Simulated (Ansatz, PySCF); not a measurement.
Mean bond length (Å) of eight molecules of H, C, N, O, S and their like: PBE-D3(BJ) beside PBE0-D3(BJ), computed with Ansatz (a first-principles code) and PySCF for isolated molecules in the bases named; differences from unrounded values. The eight are the first of their class met in an unordered collection, after screening for sound electronic states; none was chosen by its value. Each level has its own optimised geometry.

| molecule | basis | PBE0-D3(BJ) | PBE-D3(BJ) | difference |
|---|---|---|---|---|
| methylamine (CH5N), SMILES CN | def2-TZVP | 1.127 | 1.136 | 0.009 |
| H3N, SMILES N | def2-TZVPD | 1.013 | 1.023 | 0.010 |
| N-methylmethanimine (C₂H₅N), SMILES N(=C)C | def2-TZVP | 1.167 | 1.176 | 0.009 |
| 3-ethylideneoxetane (C5H8O), SMILES CC=C1COC1 | def2-SVP | 1.252 | 1.262 | 0.010 |
| C₅H₈S, SMILES C=C=C(C)SC | def2-SVP | 1.270 | 1.279 | 0.010 |
| C₄H₆S, SMILES C1=CSCC1 | def2-SVP | 1.324 | 1.333 | 0.010 |
| C5H4O2, SMILES C=C=C1OCC1=O | def2-SVP | 1.278 | 1.290 | 0.012 |
| C₃H₃NO₃S, SMILES C(=C\C#N)/S(=O)(O)=O | def2-SVP | 1.336 | 1.351 | 0.016 |

PBE-D3(BJ) lies below PBE0-D3(BJ) in 0 and above it in 8 of the eight; the mean signed difference is 0.011 and the largest 0.016 Å.
